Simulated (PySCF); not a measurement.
C2H6BO2, SMILES CO[B]OC, multiplicity 2.

Geometry optimised at ωB97X-D3(BJ)/def2-SVP. The isomer is the one that the SMILES or the coordinates give; other isomers of the formula were not compared. Other conformers were not sampled.

These are PBE/def2-TZVP (PySCF) values and carry that method's errors.

The molecule is in vacuum.

```json
{
 "total_energy": "-254.91095 hartree",
 "α spin, highest occupied and lowest empty level": "-4.40 and -0.25 eV",
 "β spin, highest occupied and lowest empty level": "-6.90 and -2.11 eV",
 "dipole_moment": "1.83 D",
 "quadrupole, principal values (traceless, Buckingham form, about the centre of nuclear charge)": "-6.51, -0.95, 7.46 D·Å",
 "mean_static_polarisability": "52.8 bohr³ (7.82 Å³)",
 "polarisability_principal_values": "43.6, 48.0, 66.7 bohr³",
 "⟨S²⟩": "0.753 (pure state 0.75)"
}
```
